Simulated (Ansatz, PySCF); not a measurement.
Gas-phase reaction (SMILES): FB(F)[SiH3] -> F[B]F + [SiH3] (SiH3); the B-Si bond at the site shown breaks (other sites are not compared here).

Structures are relaxed separately at B3LYP-D3(BJ)/def2-TZVP in Ansatz (a program for electronic structure). Cores are frozen in the correlated levels unless marked. Open shells are spin-unrestricted. No spin-orbit coupling. Non-relativistic. CBS marks a two-point X^-3 extrapolation of the correlation energy; Hartree-Fock from the larger set. Thermal terms are rigid-rotor harmonic-oscillator values from B3LYP-D3(BJ) frequencies (PySCF) at 298.15 K and 1 atm. 1 Eh = 627.5095 kcal/mol.

```tsv
species	E, CCSD(T)/CBS(cc-pV(T+d)Z,cc-pV(Q+d)Z) (Ansatz) (Eh)	E, r2SCAN-D4/def2-TZVPD (Ansatz + dftd4) (Eh)	H - E (Eh)
FB(F)[SiH3]	-515.35347	-515.91769	0.04046
F[B]F	-224.40501	-224.57771	0.01107
[SiH3] (SiH3)	-290.80393	-291.20718	0.02515
```

Problem. Work out ΔE and ΔH at 298.15 K at the first level, then ΔH at the second.

Solution. 
1. ΔE = [(-224.40501) + (-290.80393)] - [(-515.35347)] = 0.14453 Eh = 90.7 kcal/mol at CCSD(T)/CBS(cc-pV(T+d)Z,cc-pV(Q+d)Z).
2. The terms H - E add up to -0.00424 Eh, so ΔH = (0.14453 + (-0.00424))×627.5095 = 88.0 kcal/mol.
3. At r2SCAN-D4/def2-TZVPD the same steps give ΔE = 83.3 and ΔH = 80.7 kcal/mol, a shift of -7.3 from the first level.
4. These values are not checked against measurement here, since the tables used lack a sound gas-phase enthalpy of formation for at least one species.
